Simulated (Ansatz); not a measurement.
Input file for Ansatz (a first-principles code): R-B2PLYP/def2-TZVPPD on H4OSi (SMILES O[SiH3]). Files ending in .json are basis or fitting sets from the Basis Set Exchange.

Ansatz 0.2 input:
```yaml
crystal:
  periodic: [false, false, false]
  atoms:
    - {symbol: O, position_ang: [0.60487635, -0.94747439, 3.19672031]}
    - {symbol: Si, position_ang: [0.41905943, 0.43166049, 4.08055492]}
    - {symbol: H, position_ang: [0.27572412, -0.92999139, 2.28968949]}
    - {symbol: H, position_ang: [1.12963209, 1.58246194, 3.46679221]}
    - {symbol: H, position_ang: [0.99209731, 0.15078069, 5.41271466]}
    - {symbol: H, position_ang: [-1.01038786, 0.80864300, 4.22396639]}
basis:
  gaussian:
    orbitals: def2-TZVPPD.json
hamiltonian:
  xc: {name: B2PLYP}
magnetization: {spin_polarized: false}
correlation: {electrons: outside_noble_gas}
scf: {lower_state_search: off}
```

Program output:

```
WARN ansatz: RAYON_NUM_THREADS=1 ignored (pool sized by the plan → 1); use --threads N
Functional definition: B2PLYP
these checks for a lower state are left out or cut short: stability, starts, cluster_reference, orbital_swaps, neighbouring_geometries, increment
integrals: 0.17 GiB planned
876 factors; integrals over basis functions are off by at most 1.0e-3 eV
mean field: 0.54 GiB planned
mean field evaluation 1: about -9980.8645 eV, gradient 4.5e1 eV
mean field evaluation 2: about -9980.8652 eV, gradient 4.5e1 eV
mean field evaluation 4: about -9984.0060 eV, gradient 2.4e0 eV
mean field evaluation 8: about -9984.0182 eV, gradient 9.5e-2 eV
mean field evaluation 16: about -9984.0182 eV, gradient 3.0e-6 eV
mean field -9984.01821051 eV, -366.9059018257 hartree, gradient 3.0e-6 eV, S^2 0.000000; 0 other end points of the search recorded, 0 dependent functions left out
6 core orbitals not correlated
reference -9984.01835926 eV, -366.9059072922 hartree; 7, 7 occupied and 143, 143 virtual orbitals, 876 factors
second order -12.41242811 eV of doubles, -0.00000000 eV of singles
Total energy: -9987.36971485 eV, -367.0290673385 hartree
Checks for a lower state left out: stability, starts, cluster_reference, orbital_swaps, neighbouring_geometries, increment
```

The calculation finished and met its thresholds.

Cost: around 1.9 core-seconds (rough).
